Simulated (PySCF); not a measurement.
A calculated (revPBE, PySCF 2.14, x2c-TZVPPall, the spin-free X2C one-electron Hamiltonian (Gaussian nucleus)) atom or ion has these occupied shells.

| shell | electrons | orbital energy (eV) | rms radius, mean of both spins (bohr) |
| --- | --- | --- | --- |
| 1s α | 1 | -51745.5 | 0.0245 |
| 1s β | 1 | -51745.5 | 0.0245 |
| 2s α | 1 | -8599.0 | 0.0990 |
| 2s β | 1 | -8598.9 | 0.0990 |
| 2p α | 3 | -7658.4 | 0.0890 |
| 2p β | 3 | -7658.4 | 0.0890 |
| 3s α | 1 | -1928.4 | 0.256 |
| 3s β | 1 | -1926.0 | 0.256 |
| 3p α | 3 | -1637.1 | 0.256 |
| 3p β | 3 | -1634.8 | 0.256 |
| 3d α | 5 | -1250.1 | 0.235 |
| 3d β | 5 | -1248.3 | 0.235 |
| 4s α | 1 | -403.82 | 0.575 |
| 4s β | 1 | -398.37 | 0.575 |
| 4p α | 3 | -307.44 | 0.611 |
| 4p β | 3 | -302.03 | 0.611 |
| 4d α | 5 | -173.35 | 0.670 |
| 4d β | 5 | -167.99 | 0.670 |
| 5s α | 1 | -69.931 | 1.38 |
| 5s β | 1 | -67.159 | 1.38 |
| 5p α | 3 | -46.143 | 1.61 |
| 5p β | 3 | -44.102 | 1.61 |
| 4f α | 7 | -28.515 | 0.936 |
| 4f β | 1 | -23.826 | 0.936 |
| 6p α | 1 | -13.170 | 4.15 |

(1) Name the element and its charge.

## Answers

(1) Tb²⁺ (terbium, charge +2), in [Xe] 4f8 6p1, one real determinant (an excited configuration).
